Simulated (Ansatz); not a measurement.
Reaction (ligand exchange at the Si–C bond): `O/C([SiH3])=C\Cl` + `CO[SiH2]S` → `CO[SiH2]S[SiH3]` + `O/C=C\Cl`

Gas-phase electronic energies from Ansatz, PBE0-D4/def2-TZVP geometries. CBS: MP2 limit from def2 TZ/QZ plus the TZ coupled-cluster correction, frozen cores. This one scheme is used for every species. Double bonds are as drawn, so ΔE can hold a change between cis and trans. DFT in def2-TZVPP. Each species was taken in one conformer, which may not be the lowest.

```tsv
level	ΔE (kJ/mol)
ωB97X-V	-69.0
PBE	-66.1
PBE0	-69.6
MP2/def2-TZVPP	-69.9
CCSD/def2-TZVPP	-65.8
MP2/def2-QZVPP	-71.8
SCS-MP2/def2-QZVPP	-69.1
HF/CBS(def2)	-67.8
```

Task: What does CCSD(T)/CBS give? (Estimate.)

Result: The calculation gave: -69.5 kJ/mol. The listed levels differ from it by 0.5, 3.4, -0.1, -0.4, 3.7, -2.3, 0.4, 1.7 kJ/mol.

Largest T1 diagnostic among the species: 0.013.

From PBE to PBE0 (25 % exact exchange), in def2-TZVPP and without D4, ΔE moves by −3.4 kJ/mol. The D4 term adds −5.8 kJ/mol with B3LYP and −3.3 kJ/mol with PBE0; it sums over pairs of atoms, weighted by their polarisabilities, and B3LYP, whose exchange is more repulsive, gets the larger term.

B3LYP here is the variant with VWN-RPA as its local correlation; programs differ in this.
